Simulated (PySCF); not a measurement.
Isomers of C5H13O4P, mass 168.055 u with the commonest isotopes. Method used: PBE0/pcSseg-1 in PySCF (dipole) on a GFN2-xTB geometry, gas phase. One conformer each, none proved a minimum here; rigid rotors.

**Question.** Order these by rotational constant B, smallest first.
A. `[CH3:1][O:2][P:3](=[O:4])([O:5][CH3:6])[O:7][CH:8]([CH3:9])[CH3:10]` with C1–O2–P3–O4 43°, O2–P3–O5–C6 169°, O2–P3–O7–C8 -91°, P3–O7–C8–C9 -144°
B. `[CH3:1][CH2:2][CH2:3][O:4][P:5](=[O:6])([O:7][CH3:8])[O:9][CH3:10]` with C1–C2–C3–O4 65°, C2–C3–O4–P5 -154°, C3–O4–P5–O6 177°, O4–P5–O7–C8 -164°, O4–P5–O9–C10 96°
C. `[CH3:1][CH2:2][O:3][P:4](=[O:5])([O:6][CH3:7])[O:8][CH2:9][CH3:10]` with C1–C2–O3–P4 -140°, C2–O3–P4–O5 38°, O3–P4–O6–C7 169°, O3–P4–O8–C9 -94°, P4–O8–C9–C10 78°

**Answer.** B (782.1 MHz), A (911.6 MHz), C (1062 MHz).

**Question.** Order these by rotational constant A, smallest first.
A. `[CH3:1][CH2:2][O:3][P:4](=[O:5])([O:6][CH3:7])[O:8][CH2:9][CH3:10]` with C1–C2–O3–P4 -140°, C2–O3–P4–O5 38°, O3–P4–O6–C7 169°, O3–P4–O8–C9 -94°, P4–O8–C9–C10 78°
B. `[CH3:1][CH2:2][CH2:3][O:4][P:5](=[O:6])([O:7][CH3:8])[O:9][CH3:10]` with C1–C2–C3–O4 65°, C2–C3–O4–P5 -154°, C3–O4–P5–O6 177°, O4–P5–O7–C8 -164°, O4–P5–O9–C10 96°
C. `[CH3:1][O:2][P:3](=[O:4])([O:5][CH3:6])[O:7][CH:8]([CH3:9])[CH3:10]` with C1–O2–P3–O4 43°, O2–P3–O5–C6 169°, O2–P3–O7–C8 -91°, P3–O7–C8–C9 -144°

**Answer.** A (1252 MHz), C (1571 MHz), B (1747 MHz).

**Question.** Order these by out-of-plane moment Σ m c² = (Ia + Ib − Ic)/2, smallest first.
A. `[CH3:1][CH2:2][CH2:3][O:4][P:5](=[O:6])([O:7][CH3:8])[O:9][CH3:10]` with C1–C2–C3–O4 65°, C2–C3–O4–P5 -154°, C3–O4–P5–O6 177°, O4–P5–O7–C8 -164°, O4–P5–O9–C10 96°
B. `[CH3:1][CH2:2][O:3][P:4](=[O:5])([O:6][CH3:7])[O:8][CH2:9][CH3:10]` with C1–C2–O3–P4 -140°, C2–O3–P4–O5 38°, O3–P4–O6–C7 169°, O3–P4–O8–C9 -94°, P4–O8–C9–C10 78°
C. `[CH3:1][O:2][P:3](=[O:4])([O:5][CH3:6])[O:7][CH:8]([CH3:9])[CH3:10]` with C1–O2–P3–O4 43°, O2–P3–O5–C6 169°, O2–P3–O7–C8 -91°, P3–O7–C8–C9 -144°

**Answer.** B (64.04 u·Å²), C (66.22 u·Å²), A (80.75 u·Å²).

```tsv
SMILES	point group	Ia (u·Å²)	Ib (u·Å²)	Ic (u·Å²)	κ	μa (D)	μb (D)	μc (D)
CCOP(=O)(OC)OCC	C1	403.76	475.84	751.51	0.35	0.26	0.20	0.40
COP(=O)(OC)OC(C)C	C1	321.67	554.38	743.60	-0.48	0.21	0.12	0.53
CCCOP(=O)(OC)OC	C1	289.34	646.19	774.04	-0.76	0.82	0.02	2.95
```
